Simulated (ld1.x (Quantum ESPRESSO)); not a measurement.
## Pseudopotential generation for silicon: RRKJ, PBE, scalar-relativistic.

ld1.x (Quantum ESPRESSO) 7.5 input, shortened:

```
&input
   title='Si', zed=14., rel=1, dft='PBE', iswitch=3,
   config='[Ne] 3s2 3p0.5'
 /
 &inputp
   pseudotype=2, tm=.false., rho0=0.005, lloc=0,
   nlcc=.false.
 /
2
3P  2  1   0.50   0.00  1.35  1.35  0.0
3S  1  0   2.00   0.00  1.85  1.85  0.0
 &test
   configts(1)='3s2 3p0.5'
 /
```

Poles of the logarithmic derivatives, all-electron (AE) and pseudo (PS). s: poles at 1.0 (AE) and 0.9 (PS) Ry. p: poles at 2.0 (AE) and 1.6 (PS) Ry. Test radius 2.00 bohr.

- Cutoffs needed: 40 Ry and 60 Ry (the cutoffs (Ry, on a coarse ladder) from which the occupation-weighted sum of valence levels, in a spherical-Bessel basis at the reference potential, stays within 10 and 1 mRy of its value at 400 Ry)
- Ghost test: no extra level below or beside the all-electron valence levels (p, s, d, f tested) (spherical-Bessel basis up to 400 Ry, 20 bohr box)
- Largest excitation error: +59 meV (all-electron minus pseudo) for 3s1 3p0, out of 7 test configurations
